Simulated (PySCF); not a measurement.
These are PBE0-D3(BJ)/def2-TZVP (PySCF 2.14.0) values and carry that method's errors. All species are isolated molecules in the gas phase. Excitations are Tamm–Dancoff values on a coarser integration grid. The basis has no diffuse functions, so Rydberg states are missing or too high.

Reference species (SMILES): `C=[SiH2]` (neutral, multiplicity 1).

| Quantity | Result |
|---|---|
| HOMO | -6.62 eV |
| HOMO–LUMO gap | 5.39 eV |
| brightest of the four lowest singlets (TDA) | 5.60 eV |

Changed species: `C=[SiH]N` (X = amino; the reference has X = H).

Question: Predict the effect on the HOMO, HOMO–LUMO gap and brightest of the four lowest singlets (TDA).

Answer: the HOMO rises by 0.92 eV, to -5.70 eV; the HOMO–LUMO gap goes up by 0.38 eV, to 5.77 eV; the brightest of the four lowest singlets (TDA) goes up by 0.05 eV, to 5.65 eV.
